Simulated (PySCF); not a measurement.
NMR data simulated for an unnamed compound:

1H NMR (400 MHz, computed): δ 8.00 (m, 2H), 7.46 (m, 2H).

13C{1H} NMR (computed): δ 175.1 (C), 142.4 (CH), 123.7 (C), 122.5 (CH), 113.2 (C).

How the numbers were obtained: geometry from GFN2-xTB, shielding tensors at PBE0/pcSseg-1 (GIAO), in PySCF 2.14 (relativity neglected, no solvent model, one computed conformer, averaged over atoms made equivalent by symmetry, fast rotation or ring inversion).

Shifts are taken against calculated references (same method and geometry level): 1H (σref 31.72), 13C (σref 186.93) against TMS.

Question: Which of these does the molecule contain: an OH group, a benzene ring, a nitrile, an ester, a three-membered ring?

Answer: 
- An OH group: no.
- A benzene ring: yes.
- A nitrile: yes (δC 123.7).
- An ester: no.
- A three-membered ring: no.

The data belong to SMILES N#Cc1ccc(F)cc1, C7H4FN; they needn't prove each group on their own.

Carbon signals by region: 1 in the far downfield region (above 160 ppm), 4 in the sp2 and nitrile region (100–160 ppm). Above 160 ppm: 175.1, aromatic carbon bearing fluorine.

Splittings by 19F in the carbon and heteronuclear signals aren't shown, as no couplings were computed. Shifts are as computed. Against solution values, carbons near 30 ppm lie about +3 ppm off and those near 130 ppm about +5 ppm. Of 1211 compounds with measured shifts, 218 miss one by over three times the rms of a fit or turn the order of signals round; such compounds aren't used in these exercises. No couplings were computed; multiplicities are counted from neighbouring protons, with m where these are inequivalent, close in shift, in a saturated or five-membered ring or joined by F or P, and br s for small geminal =CH2 splittings.
